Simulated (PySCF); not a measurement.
Several molecules and their computed UV-vis stick spectra, shuffled. Method used: PySCF 2.14.0, density-fitted response routines, TDDFT wB97X-D/def2-SVPD, vertical, gas phase, core orbitals frozen in the response, def2 core potentials past Kr. Geometries: PBE0-D3(BJ)/def2-SVP; one conformer of each isolated species. Triplets are in the Tamm–Dancoff approximation. Atoms past krypton carry core potentials; spin–orbit coupling is left out.

A. `[CH3][Sn]([CH3])([CH3])[CH3]`
B. `C#C[C@@]1(C2CCC2)CS1`
C. `C[O][GeH2][GeH2][SiH3]`
D. `c1c(C)cccc1SC`
E. `CO[C@@H]1C/C1=C(\F)Cl`

Lowest singlet levels (six at most, fewer where fewer were computed) with oscillator strengths:

1. 4.61 eV (f 0.004); 6.01 eV (f 0.018); 6.13 eV (f 0.037); 6.31 eV (f 0.047); 6.40 eV (f 0.004); 6.94 eV (f 0.025)
2. 7.33 eV (f 0.397 summed over 3 states); 8.20 eV (f 0.000); 8.23 eV (f 0.000 summed over 3 states); 8.30 eV (f 0.000 summed over 2 states) [of 10 roots; the last level is left out, as the window may have cut its degenerate partner]; T1 6.97 eV
3. 6.01 eV (f 0.031); 6.76 eV (f 0.057); 6.86 eV (f 0.389); 6.95 eV (f 0.028); 7.08 eV (f 0.032); 7.32 eV (f 0.068); T1 5.53 eV
4. 4.95 eV (f 0.012); 5.29 eV (f 0.234); 5.52 eV (f 0.000); 6.15 eV (f 0.012); 6.24 eV (f 0.184); 6.50 eV (f 0.010); T1 3.84 eV
5. 6.38 eV (f 0.009); 6.58 eV (f 0.009); 6.75 eV (f 0.352); 7.36 eV (f 0.000); 7.45 eV (f 0.016); 7.87 eV (f 0.012)

**Question.** Which spectrum belongs to which structure?

**Answer.** 1 = B, 2 = A, 3 = C, 4 = D, 5 = E.
- A: S1 at 7.33 eV, HOMO-2/HOMO-1/HOMO→LUMO (≥86%); Löwdin shares by element: HOMO (one of a set within 0.03 eV) carbon 52% or more, tin 20%, hydrogen 5% or more (atoms not listed hold the other 23%); LUMO tin 43%, carbon 14% or more (atoms not listed hold the other 43%); HOMO -9.51 and LUMO 1.68 eV.
- B: S1 at 4.61 eV, HOMO→LUMO (91%); Löwdin shares by element: HOMO sulfur 70%, carbon 18% or more; LUMO sulfur 46%, carbon 35% or more (atoms not listed hold the other 19%); HOMO -8.55 and LUMO 1.17 eV.
- C: S1 at 6.01 eV, HOMO→LUMO (70%), HOMO→LUMO+1 (13%); Löwdin shares by element: HOMO germanium 37%, oxygen 32%, silicon 7% (atoms not listed hold the other 24%); LUMO germanium 45%, silicon 16%, hydrogen 8% or more (atoms not listed hold the other 30%); HOMO -9.17 and LUMO 1.19 eV.
- D: S1 at 4.95 eV, HOMO→LUMO+1 (63%), HOMO-1→LUMO (19%), HOMO→LUMO (14%); Löwdin shares by element: HOMO sulfur 42%, carbon 32% or more (atoms not listed hold the other 26%); LUMO carbon 66% or more (atoms not listed hold the other 34%); HOMO -7.73 and LUMO 1.39 eV.
- E: S1 at 6.38 eV, HOMO-1→LUMO (83%); Löwdin shares by element: HOMO carbon 55% or more, chlorine 21%, fluorine 8% (atoms not listed hold the other 16%); LUMO carbon 58% or more, chlorine 9% (atoms not listed hold the other 33%); HOMO -9.28 and LUMO 1.39 eV.

A slash joins orbitals within 0.01 eV of each other, whose weights are summed (≥ marks a lower bound).
